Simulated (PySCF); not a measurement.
Telling isomers of C$_{7}$H$_{5}$F$_{3}$O apart by NMR

Fast rotation and ring inversion assumed for equivalent nuclei, no solvent model, relativity neglected, a single conformation. NMR shieldings at PBE0/pcSseg-1/GIAO; coordinates at the GFN2-xTB level; PySCF.

Shifts are taken against calculated references (same method and geometry level): TMS for 1H (σ = 31.72 ppm), 13C (σ = 186.93 ppm). Splittings of carbon signals by F and P are missing where no couplings were computed. Where no couplings were computed, multiplicities follow the n + 1 count of equivalent neighbours, and m marks all less simple cases (inequivalent or close neighbours, rings, F or P nearby). Shifts are as computed. Against solution values, carbons near 30 ppm lie about +3 ppm off and those near 130 ppm about +5 ppm. Of 1211 compounds with measured shifts, 218 miss one by over three times the rms of a fit or turn the order of signals round; such compounds aren't used in these exercises.

(1) Tabulate the signals of `FC1=C(C(F)F)[C@@H]2C=C[C@H]1O2`, `FC(F)(F)Oc1ccccc1` and their relative energies.

(2) What is the quickest way to tell FC1=C(C(F)F)[C@@H]2C=C[C@H]1O2 from FC(F)(F)Oc1ccccc1?

Answers

(1) 
```tsv
SMILES	carbon types	δC	δH	E rel. (kcal/mol)
FC1=C(C(F)F)[C@@H]2C=C[C@H]1O2	2×C 5×CH	197.5, 160.0, 150.8, 130.4, 114.2, 84.7, 84.4	7.75 (m, 1H), 7.44 (m, 1H), 7.01 (m, 1H), 5.54 (m, 1H), 4.96 (m, 1H)	71.6
FC(F)(F)Oc1ccccc1	2×C 5×CH	158.3, 135.5, 130.5, 130.1, 122.6	7.75 (m, 2H), 7.58 (d, 2H), 7.52 (t, 1H)	0.0
```

Energies are electronic energies at PBE0/pcSseg-1 on these geometries, without zero-point or thermal terms, each for the one conformer computed, which needn't be the lowest.

(2) Count the carbon signals: 7 against 5. The first has a fully substituted alkene carbon (C) at 197.5 ppm, the second an aromatic carbon bearing oxygen (C) at 158.3 ppm.
